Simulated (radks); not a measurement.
The numbers below are computed, except where a source is named.
All-electron atom: Pm2+ in [Xe] 4f4 6s1 (not the ground configuration). Code: a radial shooting solver on a logarithmic mesh with Libxc functionals. Model: Dirac Kohn-Sham, LDA (Slater exchange, Perdew-Wang correlation), spin-unpolarised, spherical densities, finite nucleus; open shells fill j = l - 1/2 first; Fermi nuclear charge, rms radius 4.962 fm.

Normalised radial functions P(r) = r R(r) (large component), r in bohr:

```
   r/bohr * 5s1/2, o 5p1/2, + 6s1/2 (the largest magnitude, 1, reaches the edge; | marks zero, & curves that meet)
 0.002723                             o+*
  0.00317                             o+ *
  0.00369                             o+ *
 0.004296                             o+ *
 0.005001                             |& *
 0.005822                             |&  *
 0.006724                             |o+ *
 0.007828                             |o+ *
 0.009113                             |o+ *
  0.01061                             | & *
  0.01235                             | & *
  0.01426                             | & *
   0.0166                             |+ o*
  0.01933                             |+ &
   0.0225                             |+* o
   0.0262                             +*  o
  0.03026                            *+    o
  0.03522                           *+|     o
    0.041                         * + |     o
  0.04774                        *  + |     o
  0.05557                       *  +  |     o
  0.06418                      *   +  |    o
  0.07471                       *  +  |   o
  0.08698                        *  + | o
   0.1013                           *&|
   0.1179                         o   +*
   0.1372                       o     | +  *
   0.1585                     o       |  +    *
   0.1845                    o        |   +     *
   0.2148                     o       |   +    *
   0.2501                         o   | +   *
   0.2911                             +&
   0.3362                       *   + |     o
   0.3914                 *      +    |         o
   0.4556              *        +     |            o
   0.5304                *       +    |           o
   0.6175                      *    + |       o
   0.7131                             |&
   0.8302                     o       |    +     *
   0.9665             o               |       +           *
    1.125       o                     |        +                *
     1.31    o                        |      +                   *
    1.513    o                        |   +                    *
    1.761       o                   + |                   *
     2.05            o        +       |             *
    2.387                +o           |        *
    2.779            +         o      |    *
    3.235            +            o   | *
    3.736             +             o |*
    4.349                +           o*
    5.063                    +        &
    5.894                        +    &
    6.861                          +  &
    7.924                            +&
    9.225                             &
    10.74                             &
```

5s1/2: eigenvalue -61.161 eV, 4 radial nodes at r = 0.0284, 0.112, 0.295, 0.701 bohr, <r> = 1.41 bohr, 90 % of the charge inside 2.02 bohr. 5p1/2: eigenvalue -43.640 eV, 3 radial nodes at r = 0.0960, 0.287, 0.726 bohr, <r> = 1.57 bohr, 90 % of the charge inside 2.29 bohr. 6s1/2: eigenvalue -15.862 eV, 5 radial nodes at r = 0.0284, 0.112, 0.293, 0.681, 1.67 bohr, <r> = 3.43 bohr, 90 % of the charge inside 4.88 bohr.
